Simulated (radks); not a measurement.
The numbers below are computed, except where a source is named.
All-electron atom: Yb in [Xe] 4f14 6s2.

Code: a radial shooting solver on a logarithmic mesh with Libxc functionals. Model: Dirac Kohn-Sham, PBE, spin-unpolarised, spherical densities, point nucleus.

Energy parts (Ry):
part                       energy
total                 -28151.9195
kinetic                31282.3288
electron-nucleus      -69918.3012
Hartree                11073.3379
exchange-correlation    -589.2850

Orbitals (lengths in bohr, moments of r in powers of bohr; <r^-3> diverges for s and p1/2; r(90%) holds 90 % of the orbital's charge):
| orbital | occ. | eigenvalue (Ry) | r(90%) | <r^-3> | <r^2> |
|---|---|---|---|---|---|
| 1s1/2 | 2 | -4495.818 | 0.0357 | - | 0.0005298 |
| 2s1/2 | 2 | -761.2296 | 0.129 | - | 0.008150 |
| 2p1/2 | 2 | -725.9898 | 0.114 | - | 0.005860 |
| 2p3/2 | 4 | -649.0278 | 0.124 | 13470 | 0.007072 |
| 3s1/2 | 2 | -171.5739 | 0.318 | - | 0.05358 |
| 3p1/2 | 2 | -156.0430 | 0.310 | - | 0.04945 |
| 3p3/2 | 4 | -139.7072 | 0.329 | 2975 | 0.05620 |
| 3d3/2 | 4 | -113.3136 | 0.301 | 509.4 | 0.04401 |
| 3d5/2 | 6 | -109.7450 | 0.307 | 441.4 | 0.04587 |
| 4s1/2 | 2 | -33.75500 | 0.701 | - | 0.2689 |
| 4p1/2 | 2 | -27.47341 | 0.722 | - | 0.2799 |
| 4p3/2 | 4 | -23.77603 | 0.769 | 673.4 | 0.3175 |
| 4d3/2 | 4 | -13.45630 | 0.833 | 99.16 | 0.3560 |
| 4d5/2 | 6 | -12.78329 | 0.850 | 84.25 | 0.3709 |
| 4f5/2 | 6 | -0.27628 | 1.36 | 12.68 | 0.8483 |
| 4f7/2 | 8 | -0.17955 | 1.42 | 11.99 | 0.9287 |
| 5s1/2 | 2 | -4.02942 | 1.75 | - | 1.650 |
| 5p1/2 | 2 | -2.33661 | 2.02 | - | 2.140 |
| 5p3/2 | 4 | -1.88954 | 2.21 | 79.09 | 2.537 |
| 5d3/2 | 0 | -0.05782 | 6.61 | 2.135 | 18.53 |
| 5d5/2 | 0 | -0.04465 | 7.20 | 1.585 | 21.92 |
| 6s1/2 | 2 | -0.28836 | 5.86 | - | 17.63 |
| 6p1/2 | 0 | -0.09463 | 8.46 | - | 35.43 |
| 6p3/2 | 0 | -0.07641 | 9.18 | 3.266 | 41.84 |

The highest occupied level is 4f7/2 at -2.443 eV. For comparison, the ionisation energy in NIST's Atomic Spectra Database is 6.254 eV (measured). In exact Kohn-Sham theory the highest level is minus the ionisation energy, but local and semilocal functionals leave it too shallow, through self-interaction and a potential that decays too fast; potentials with the right tail come closer.
